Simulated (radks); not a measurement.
Values are calculated unless marked as measured or tabulated.
All-electron atom: Ti19+ in [He] 2s1 (the NIST ground configuration).

Level of theory: Dirac Kohn-Sham, LB94 model potential, spin-unpolarised, spherical densities, finite nucleus; Fermi nuclear charge, rms radius 3.5921 fm (a radial shooting solver on a logarithmic mesh with Libxc functionals).

Energy parts (hartree):
kinetic: 532.67766
electron-nucleus: -1080.47255
Hartree: 37.67534
(The LB94 potential has no energy functional, so no total or exchange-correlation energy is given.)

Orbitals (lengths in bohr, moments of r in powers of bohr; r(max) is where P^2 peaks; r(90%) holds 90 % of the orbital's charge):
1s1/2: occ. 2; eigenvalue (hartree) -223.7175; r(max) 0.04547; <r> 0.06889; r(90%) 0.123
2s1/2: occ. 1; eigenvalue (hartree) -52.07007; r(max) 0.2477; <r> 0.2864; r(90%) 0.438

The highest occupied level is 2s1/2 at -1416.9 eV. The electron density at the nucleus is 8230 e/bohr^3.
